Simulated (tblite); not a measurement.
A structure optimised at GFN2-xTB (Å):
```
atom  x, y, z in Å
C1     4.556    0.229    0.009
C2     3.354    0.173    0.010
C3     1.945    0.107    0.007
P4     1.174    0.734   -1.435
C5    -0.511    0.501   -1.107
C6    -1.142   -0.040    0.004
Si7   -3.037   -0.168   -0.016
C8    -0.466   -0.521    1.115
P9     1.233   -0.592    1.446
H10    5.604    0.274    0.009
H11   -1.152    0.843   -1.914
H12   -3.524   -0.078    1.360
H13   -3.398   -1.460   -0.603
H14   -3.568    0.928   -0.827
H15   -1.073   -0.923    1.920
```

Neutral, closed shell.

(1) Which heavy atoms are bonded, and with what formal order?

(2) Give the structure as a SMILES string.

(3) Name the point group.

(4) Which rings does it hold (smallest set)?

(5) Classify the heavy atoms.

(6) What is the arrangement about C6?

(7) What is the arrangement about C3?

Results:

(1) C1–C2 1.20 Å (triple); C2–C3 1.41 Å (single); C3–P4 1.75 Å (aromatic); P4–C5 1.73 Å (aromatic); C5–C6 1.39 Å (aromatic); C6–Si7 1.90 Å (single); C6–C8 1.39 Å (aromatic); C8–P9 1.73 Å (aromatic); C3–P9 1.75 Å (aromatic). Bonds to hydrogen (Å): C1–H10 1.05; C5–H11 1.09; Si7–H12 1.46; Si7–H13 1.46; Si7–H14 1.46; C8–H15 1.09. The orders are those of one drawing; other resonance forms can be drawn.

(2) `C#Cc1pcc([SiH3])cp1`, C6H6P2Si. Among its features: alkyne, Si–H bond and C–Si bond.

(3) Cs (every atom within 0.08 Å of its image).

(4) C3–P4–C5–C6–C8–P9 (6 members, 0.00 Å rms from planarity).

(5) C1: terminal alkyne carbon; C2: alkyne carbon; C3: substituted aromatic carbon; P4/P9: phosphorus bonded to 2 C; C5/C8: aromatic CH carbon; C6: substituted aromatic carbon; Si7: SiH3 silicon.

(6) It has 3 neighbours (C5, Si7, C8) and is planar (angles 123.7°, 118.2° and 118.1°, sum 360.0°, 0.01 Å off the plane of its three neighbours).

(7) It has 3 neighbours (C2, P4, P9) and is planar (angles 129.8°, 115.2° and 115.0°, sum 360.0°, 0.00 Å off the plane of its three neighbours).

All values are computed, not measured.
